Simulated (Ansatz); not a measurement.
`NB(F)[SeH]` and `[CH3][SnH2][B](N)F` differ in one atom or group.

Ansatz, PBE0-D4/def2-TZVP geometries, multiplicity 1. Each molecule was computed in one conformer, which needn't be the lowest.

Elements past krypton have def2 core potentials. Scalar relativity is left out up to krypton.

```
                                          property  `NB(F)[SeH]`
                LUMO energy (PBE0/def2-TZVPP) / eV          0.19
               LUMO energy (B3LYP/def2-TZVPP) / eV         -0.13
             LUMO energy (ωB97M-V/def2-TZVPP) / eV          1.80
size of the dipole moment (ωB97M-V/def2-TZVPP) / D          2.02
             HOMO–LUMO gap (B3LYP/def2-TZVPP) / eV          6.62
    size of the dipole moment (PBE/def2-TZVPP) / D          2.00
```

(1) Give the same properties after the change, and the shifts. (Best estimate.)

Results:

(1) Ansatz gave: 
```json
{"property": "LUMO energy (PBE0/def2-TZVPP) / eV", "`[CH3][SnH2][B](N)F`": "-0.21", "shift": "-0.40"}
{"property": "LUMO energy (B3LYP/def2-TZVPP) / eV", "`[CH3][SnH2][B](N)F`": "-0.43", "shift": "-0.30"}
{"property": "LUMO energy (ωB97M-V/def2-TZVPP) / eV", "`[CH3][SnH2][B](N)F`": "1.38", "shift": "-0.42"}
{"property": "size of the dipole moment (ωB97M-V/def2-TZVPP) / D", "`[CH3][SnH2][B](N)F`": "2.23", "shift": "0.21"}
{"property": "HOMO–LUMO gap (B3LYP/def2-TZVPP) / eV", "`[CH3][SnH2][B](N)F`": "6.96", "shift": "0.34"}
{"property": "size of the dipole moment (PBE/def2-TZVPP) / D", "`[CH3][SnH2][B](N)F`": "2.24", "shift": "0.24"}
```

With PBE0 the HOMO falls by 0.60 eV and the LUMO falls by 0.40 eV, so the gap widens by about 0.20 eV. PBE moves the HOMO by -0.58 eV and ωB97M-V by -0.57 eV. Dipoles are sizes alone; their direction can turn.

B3LYP here is the variant with VWN-RPA as its local correlation; programs differ in this.

Spin–orbit coupling is left out; it splits and shifts lone-pair levels of the heavy atoms by tenths of an eV.
